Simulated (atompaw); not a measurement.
## u(r) = r·R(r): atom against pseudo-atom (iron)

Columns: radius, all-electron u(r) and pseudo u(r) of the 3s shell (level -94.02 eV) of iron in the configuration [Ne] 3s2 3p6 3d6 4s2 4p0; PBE, scalar-relativistic, PAW (atompaw) scheme, atompaw 4.2.0.5.

```json
{"r (bohr)": "0.065", "all-electron": "0.1230", "pseudo": "0.1629"}
{"r (bohr)": "0.131", "all-electron": "-0.5052", "pseudo": "0.3241"}
{"r (bohr)": "0.196", "all-electron": "-0.6503", "pseudo": "0.4747"}
{"r (bohr)": "0.262", "all-electron": "-0.4054", "pseudo": "0.6153"}
{"r (bohr)": "0.327", "all-electron": "-0.0028", "pseudo": "0.7386"}
{"r (bohr)": "0.392", "all-electron": "0.4070", "pseudo": "0.8441"}
{"r (bohr)": "0.458", "all-electron": "0.7532", "pseudo": "0.9311"}
{"r (bohr)": "0.523", "all-electron": "0.9996", "pseudo": "0.9955"}
{"r (bohr)": "0.588", "all-electron": "1.1531", "pseudo": "1.0384"}
{"r (bohr)": "0.654", "all-electron": "1.2279", "pseudo": "1.0602"}
{"r (bohr)": "0.719", "all-electron": "1.2396", "pseudo": "1.0612"}
{"r (bohr)": "0.785", "all-electron": "1.2062", "pseudo": "1.0430"}
{"r (bohr)": "0.850", "all-electron": "1.1435", "pseudo": "1.0086"}
{"r (bohr)": "0.915", "all-electron": "1.0629", "pseudo": "0.9602"}
{"r (bohr)": "0.981", "all-electron": "0.9716", "pseudo": "0.8999"}
{"r (bohr)": "1.046", "all-electron": "0.8787", "pseudo": "0.8324"}
{"r (bohr)": "1.112", "all-electron": "0.7857", "pseudo": "0.7589"}
{"r (bohr)": "1.177", "all-electron": "0.6982", "pseudo": "0.6845"}
{"r (bohr)": "1.242", "all-electron": "0.6166", "pseudo": "0.6107"}
{"r (bohr)": "1.308", "all-electron": "0.5404", "pseudo": "0.5386"}
{"r (bohr)": "1.373", "all-electron": "0.4726", "pseudo": "0.4723"}
{"r (bohr)": "1.438", "all-electron": "0.4116", "pseudo": "0.4117"}
{"r (bohr)": "1.504", "all-electron": "0.3566", "pseudo": "0.3567"}
{"r (bohr)": "1.569", "all-electron": "0.3088", "pseudo": "0.3088"}
{"r (bohr)": "1.635", "all-electron": "0.2661", "pseudo": "0.2661"}
{"r (bohr)": "1.700", "all-electron": "0.2294", "pseudo": "0.2294"}
```

(1) How many radial nodes do the two functions have?

(2) At about which radius was the pseudo-wave matched?

(3) Where does each function peak?

(4) Is the pseudo-wave norm-conserving?

Results:

(1) The all-electron 3s function has n − l − 1 = 2; the pseudo-wave has 0, since the states of the same l below it are removed with the core.

(2) 1.56 bohr. The columns agree to 0.0005 from 1.37 bohr on; several derivatives are matched, so the curves merge somewhat inside the radius.

(3) Outermost all-electron maximum near 0.72 bohr, pseudo maximum near 0.72 bohr (to the table’s step).

(4) No, it belongs to a PAW set: the norm inside the radius is not constrained, and the difference is carried by the augmentation charge.
